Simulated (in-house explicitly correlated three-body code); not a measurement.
Computed with an exponentially correlated three-body code. Model: two electrons around a point charge, non-relativistic, variational in 260 exponentially correlated functions (energies converged to about 1e-7 hartree, or 1e-8 relative for large Z).

Command:
```bash
python run_hyl.py task.json out
```
Settings (lengths in bohr, energies in hartree):
```
Z                      1.5
nuclear_mass           25
interaction_strength   1
functions              260
states_tried           13
```

Time taken, with all properties: 64 s on 1 thread of Arm Neoverse N1 (shared host).

**Those bound S and P states to n = 4 that converged, binding against the one-electron ion.**

Given: nuclear charge 1.5; mass of the centre 25 electron masses.

Computed: one-electron threshold -1.08173077 hartree.

| term | energy (hartree) | binding (eV) |
| --- | --- | --- |
| 1 1S | -1.40569419 | 8.8155 |
| 2 3S | -1.13225971 | 1.375 |
| 2 1S | -1.121468 | 1.0813 |
| 2 3P | -1.1137543 | 0.8714 |
| 2 1P | -1.11157281 | 0.81204 |
| 3 3S | ? | ? |
| 3 1S | ? | ? |
| 3 3P | -1.09572348 | 0.38076 |
| 3 1P | -1.0950058 | 0.36123 |
| 4 3S | -1.09125801 | 0.25925 |
| 4 1S | -1.09028313 | 0.23272 |
| 4 3P | -1.08951987 | 0.21195 |
| 4 1P | -1.08920858 | 0.20348 |

Q: What belongs in the row 3 3S?

A: energy (hartree): -1.10021176; binding (eV): 0.50289.

Q: What belongs in the row 3 1S?

A: energy (hartree): -1.09765884; binding (eV): 0.43342.

**Converged states only, values per electron or pair.**

```tsv
term	mean r (bohr)	mean r squared (bohr²)	mean inverse r (1/bohr)	mean r12 (bohr)	mean inverse r12 (1/bohr)	mean cosine	mean p1 dot p2 (bohr⁻²)	delta r1 (bohr⁻³)	delta r12 (bohr⁻³)
1 1S	1.4156	2.8364	1.1408	2.1914	0.61096	-0.070683	0.073136	0.60523	0.02529
2 3S	4.294	34.507	0.80762	7.6503	0.15833	-0.011262	0.0012231	0.48581	-
2 1S	5.3136	54.383	0.79196	9.6628	0.13295	-0.0085492	0.0009162	0.48355	0.0011927
2 3P	5.2814	55.981	0.78668	9.6076	0.13253	-0.015529	-0.012575	0.4749	-
2 1P	?	?	?	?	?	?	?	?	?
3 3S	10.704	237.4	0.75486	20.403	0.064162	-0.0019485	-0.00025086	0.47941	-
3 1S	12.338	318.09	0.75083	23.665	0.057175	-0.0017394	-0.0001903	0.47908	0.00031096
3 3P	12.843	352.22	0.74957	24.679	0.057262	-0.0040574	-0.0040999	0.47669	-
3 1P	?	?	?	?	?	?	?	?	?
4 3S	20.228	876.29	0.739	39.434	0.034483	-0.00045924	-0.00028962	0.47821	-
4 1S	22.478	1085.8	0.73741	43.931	0.031643	-0.00046382	-0.00024348	0.47811	0.00012323
4 3P	23.525	1203.5	0.73691	46.026	0.03169	-0.0014794	-0.0018681	0.47718	-
4 1P	24.566	1311.6	0.73603	48.106	0.029659	-0.00014838	0.00031504	0.47752	5.139e-06
```

Q: What belongs in the row 2 1P?

A: mean r (bohr): 5.7851; mean r squared (bohr²): 67.034; mean inverse r (1/bohr): 0.78024; mean r12 (bohr): 10.595; mean inverse r12 (1/bohr): 0.11758; mean cosine: -0.0049346; mean p1 dot p2 (bohr⁻²): 0.00334; delta r1 (bohr⁻³): 0.47767; delta r12 (bohr⁻³): 3.3789e-05.

Q: What belongs in the row 3 1P?

A: mean r (bohr): 13.62; mean r squared (bohr²): 395.59; mean inverse r (1/bohr): 0.74751; mean r12 (bohr): 26.227; mean inverse r12 (1/bohr): 0.052514; mean cosine: -0.00086154; mean p1 dot p2 (bohr⁻²): 0.00097577; delta r1 (bohr⁻³): 0.47759; delta r12 (bohr⁻³): 1.1687e-05.
